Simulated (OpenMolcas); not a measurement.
**Ionisation energies of carbon**

| Item | Value |
| --- | --- |
| Program | OpenMolcas 26.06 |
| Basis | ANO-L-VTZP [4s3p2d1f] |
| Scalar Hamiltonian | non-relativistic, point nucleus |
| Spin-orbit coupling | RASSI with atomic mean-field integrals over the reference wave functions, term energies averaged over their components |

Active shells in each charge state: the valence s, p shells, with orbitals averaged over the low states. Where CASPT2's correlated closed shells are named, they are those of the first ion.

A. CASSCF
B. SS-CASPT2, IPEA 0.25 Eh, imaginary shift 0.1 Eh (closed shells correlated: 1s)
C. SS-CASPT2, IPEA 0.25 Eh, imaginary shift 0.1 Eh (closed shells correlated: none)
D. SS-CASPT2, IPEA 0 Eh, imaginary shift 0.1 Eh (closed shells correlated: 1s)

Energies in eV between the lowest computed levels, named as in B; reference values from the NIST Atomic Spectra Database with their kind.

```json
{"From": "C 2s² 2p² ³P₀", "To": "C+ 2s² 2p ²P°_1/2", "A": "10.145", "B": "10.977", "C": "10.963", "D": "11.076", "Spin-orbit share in B": "-0.001", "Reference": "11.260 (measured)"}
{"From": "C+ 2s² 2p ²P°_1/2", "To": "C2+ 2s² ¹S₀", "A": "23.224", "B": "24.008", "C": "23.991", "D": "24.092", "Spin-orbit share in B": "+0.005", "Reference": "24.383 (measured)"}
{"From": "C2+ 2s² ¹S₀", "To": "C3+ 2s ²S_1/2", "A": "47.726", "B": "47.760", "C": "47.775", "D": "47.761", "Spin-orbit share in B": "+0.000", "Reference": "47.888 (measured)"}
{"From": "C3+ 2s ²S_1/2", "To": "C4+ 1s² ¹S₀", "A": "64.346", "B": "64.357", "C": "64.346", "D": "64.357", "Spin-orbit share in B": "+0.000", "Reference": "64.494 (measured)"}
```

Steps that some method lacks are left out, and so are those with a state whose active s or d shell is doubly occupied in every root (s and p with five to eight electrons, d10) over a frozen core shell of the same l, since the two then mix freely.

Error against the reference values, in %:

| From | Reference | A | B | C | D |
| --- | --- | --- | --- | --- | --- |
| C | measured | -9.9 | -2.5 | -2.6 | -1.6 |
| C+ | measured | -4.8 | -1.5 | -1.6 | -1.2 |
| C2+ | measured | -0.3 | -0.3 | -0.2 | -0.3 |
| C3+ | measured | -0.2 | -0.2 | -0.2 | -0.2 |

Mean absolute error over the 4 measured values: A 0.65 eV, B 0.23 eV, C 0.24 eV, D 0.18 eV. D lies closest.

° marks odd parity.
